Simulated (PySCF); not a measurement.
NaTl and its ions

RHF-MP2; basis Na aug-cc-pVDZ, Tl aug-cc-pVDZ-PP with ECP60; scalar-relativistic core potentials; PySCF 2.14. Neutral (RHF): singlet (closed shell), Re = 3.293 Å, ωe = 140 cm⁻¹, De = 0.55 eV.

NaTl⁺ (UHF): doublet (σ ↑), Re = 3.606 Å, ωe = 95.7 cm⁻¹. The energies at the minima are -333.44086 hartree for NaTl and -333.27501 for NaTl⁺.

Problem. Work out the adiabatic ionisation energy, without and with harmonic zero-point energies (1 hartree = 27.2114 eV, 1 eV = 8065.5 cm⁻¹), and the change of the bond length.

Solution. At MP2: 0.16585 hartree = 4.513 eV between the minima; the zero-point term (95.7 − 140.0)/2 cm⁻¹ = -0.003 eV makes it 4.510 eV. Re changes by +31.3 pm against the neutral. The electron leaves a σ orbital, and the longer bond of the ion fits a bonding orbital, or a change in how ionic the bond is.

Correlated steps freeze 5 core orbitals. Correlated levels converge slowly with the basis: in double zeta they bind strong bonds too weakly, by up to about 1 eV, and carry superposition errors of some tenths. These are scalar-relativistic numbers at best; spin–orbit coupling would shift them, the dissociation energy most. Where the molecule has an RHF reference, its open-shell atoms are computed with UHF. States were picked by a PBE0 search and need not be the measured ground states.

Neutral and ion stand on different kinds of reference determinant, which adds to the error of the difference.
